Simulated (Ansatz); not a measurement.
Zn₈O₈H₂₂⁻: single points at one geometry.

```yaml
crystal:
  periodic: [false, false, false]
  atoms:
    - {symbol: Zn, position_ang: [1.286691, -3.068224, -2.268861]}
    - {symbol: O, position_ang: [0.171642, -3.266269, 0.939022]}
    - {symbol: O, position_ang: [0.349209, -1.145174, -1.363525]}
    - {symbol: Zn, position_ang: [-1.354961, -1.187139, -0.295839]}
    - {symbol: Zn, position_ang: [0.771952, -1.811718, 2.236999]}
    - {symbol: O, position_ang: [-0.798160, -0.551683, 1.634003]}
    - {symbol: O, position_ang: [-1.998235, 0.492934, -1.254834]}
    - {symbol: Zn, position_ang: [-3.082792, 2.366434, -1.112758]}
    - {symbol: Zn, position_ang: [-0.455532, 1.363182, 2.212882]}
    - {symbol: O, position_ang: [-3.335232, 2.483178, 0.935305]}
    - {symbol: Zn, position_ang: [2.309108, -1.046504, -0.887009]}
    - {symbol: O, position_ang: [2.176603, -0.735984, 1.115236]}
    - {symbol: O, position_ang: [2.763152, 0.861031, -1.454061]}
    - {symbol: Zn, position_ang: [-0.475599, 1.891758, -1.491183]}
    - {symbol: Zn, position_ang: [2.069310, 1.320739, 1.466562]}
    - {symbol: O, position_ang: [0.340710, 2.004980, 0.391892]}
    - {symbol: H, position_ang: [1.244896, -2.724421, -3.799141]}
    - {symbol: H, position_ang: [0.991085, -4.148155, -1.107539]}
    - {symbol: H, position_ang: [-0.788185, -3.217772, 0.689612]}
    - {symbol: H, position_ang: [0.611987, -3.588736, 0.055771]}
    - {symbol: H, position_ang: [0.199563, -0.623339, -2.178470]}
    - {symbol: H, position_ang: [-2.267655, -2.465255, -0.033126]}
    - {symbol: H, position_ang: [1.125375, -2.033727, 3.739750]}
    - {symbol: H, position_ang: [-1.572903, -0.859572, 2.145956]}
    - {symbol: H, position_ang: [-2.352862, 0.173149, -2.108650]}
    - {symbol: H, position_ang: [-4.429380, 2.374627, -1.907940]}
    - {symbol: H, position_ang: [-1.573506, 3.202953, -1.295789]}
    - {symbol: H, position_ang: [-1.719283, 2.146302, 2.780313]}
    - {symbol: H, position_ang: [-4.152647, 2.087563, 1.288442]}
    - {symbol: H, position_ang: [-2.624487, 2.326314, 1.638258]}
    - {symbol: H, position_ang: [3.014650, -2.352129, -1.467931]}
    - {symbol: H, position_ang: [3.031659, -0.999124, 1.512174]}
    - {symbol: H, position_ang: [1.941195, 1.299775, -1.838732]}
    - {symbol: H, position_ang: [3.049845, 1.426084, -0.681374]}
    - {symbol: H, position_ang: [0.636084, 1.634642, -2.607245]}
    - {symbol: H, position_ang: [1.141040, 1.350214, 2.898935]}
    - {symbol: H, position_ang: [3.369256, 2.024072, 0.881990]}
    - {symbol: H, position_ang: [0.421507, 2.975796, 0.490304]}
basis:
  gaussian: {orbitals: def2-SVP, fitting: {mean_field: def2-universal-jkfit}, initial_orbitals: start.molden}
total_charge: -1
magnetization: {spin_polarized: true, initial_magnetization: 1}
hamiltonian: {xc: {name: LC-wPBE, parameters: {omega: 0.15/bohr}}}
scf: {omitted_lower_state_checks: [starts]}
output: {orbitals: {seedname: orbitals}}
```

The file start.molden holds the orbitals of an earlier run on this structure, at another level or in another basis.

```sh
$ ansatz run in.yaml --threads 2 --pin off --events-out ev --progress --plain --max-ram 32768MiB --backend cuda --devices 0, --max-vram 18GiB
```

Shortened log:

```
Functional definition: LC-wPBE
3124 factors; integrals over basis functions are off by at most 3.3e-1 eV
3124 factors; integrals over basis functions are off by at most 2.2e-7 eV
mean field evaluation 1: about -403957.8689 eV, gradient 1.8e1 eV
mean field evaluation 2: about -403959.7278 eV, gradient 1.4e0 eV
mean field evaluation 4: about -403959.9234 eV, gradient 1.3e-1 eV
mean field evaluation 8: about -403959.9076 eV, gradient 1.6e-3 eV
mean field -403959.90762310 eV, -14845.2527912893 hartree, gradient 5.8e-6 eV, S^2 0.751202; 0 other end points of the search recorded, 0 dependent functions left out
reference -403959.90762325 eV, -14845.2527912947 hartree; 164, 163 occupied and 306, 307 virtual orbitals, 3124 factors
Total energy: -403959.90762325 eV, -14845.2527912947 hartree
Checks for a lower state left out: starts
```

Run time 21 s (2 threads of AMD EPYC 7R13 on a shared host and a share (18 GiB) of an NVIDIA H100 80GB HBM3), peak host memory 1.2 GiB.

First input, but with `hamiltonian: {xc: {name: LC-wPBE, parameters: {omega: 0.3/bohr}}}` (abridged; 19 s):

```
Functional definition: LC-wPBE
mean field -403967.34876718 eV, -14845.5262482904 hartree, gradient 1.2e-5 eV, S^2 0.752870
Total energy: -403967.34876722 eV, -14845.5262482917 hartree
Checks for a lower state left out: starts
```

Geometry: PBE-D4/def2-SVP, that of the neutral singlet.

Single mean-field runs in def2-SVP are fitted with def2-universal-jkfit. At LC-ωPBE (ω = 0.15 bohr⁻¹)/def2-SVP, LC-ωPBE (ω = 0.30 bohr⁻¹)/def2-SVP the highest occupied level of the charge -1 doublet lies above zero (up to 0.72 eV). Energy differences disagree on whether the electron is bound (positive means bound): -1.06 eV (vertical, against the charge 0 singlet, at LC-ωPBE (ω = 0.30 bohr⁻¹)/def2-SVP), but 0.12 eV at PBE0-D4/def2-TZVP.
